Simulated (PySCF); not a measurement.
From one molecule to another.

First species: C₆H₁₆P₂.
SMILES: `P(C(C)(C)C)(CP)C`

Second species: C7H11NO.
SMILES: `C#CC(=O)NC(C)(C)C`

Levels: PBE0/pcSseg-1 for dipole moment, HOMO energy, LUMO energy and HOMO–LUMO gap; GFN2-xTB for rotational constant A and rotational constant C. Geometries: GFN2-xTB. Each species is one conformer at its optimised geometry, gas phase, non-relativistic unless stated. Electronic properties by PySCF.

The conformers computed, where there is a choice (atom-mapped SMILES and torsion angles):
- `[CH3:1][P:2]([CH2:3][PH2:4])[C:5]([CH3:6])([CH3:7])[CH3:8]`: C1–P2–C3–P4 -79°, C1–P2–C5–C6 60°, H–P4–C3–P2 -166°, H–P4–C3–P2 -73°
- `[CH:1]#[C:2][C:3](=[O:4])[NH:5][C:6]([CH3:7])([CH3:8])[CH3:9]`: C2–C3–N5–C6 180°, C3–N5–C6–C7 60°

Values for the first species:

| Property | Result |
| --- | --- |
| Dipole moment | 1.94 D |
| HOMO energy | -6.51 eV |
| LUMO energy | 0.54 eV |
| HOMO–LUMO gap | 7.05 eV |
| Rotational constant A | 2.400 GHz |
| Rotational constant C | 0.732 GHz |

Q: Estimate the same properties for the second species, and the change in each.

A: 
| property | first | second | second less first |
| --- | --- | --- | --- |
| dipole moment | 1.94 D | 3.78 D | +1.84 D |
| HOMO energy | -6.51 eV | -7.59 eV | -1.08 eV |
| LUMO energy | 0.54 eV | -0.79 eV | -1.33 eV |
| HOMO–LUMO gap | 7.05 eV | 6.80 eV | -0.25 eV |
| rotational constant A | 2.400 GHz | 3.053 GHz | +0.653 GHz |
| rotational constant C | 0.732 GHz | 0.909 GHz | +0.177 GHz |

On the first: The dipole equals about 6.5 × 10⁻³⁰ C·m (1 D = 3.33564 × 10⁻³⁰ C·m).

On the second: The dipole matches unit charges of opposite sign 0.79 Å apart (1 e·Å = 4.8032 D).
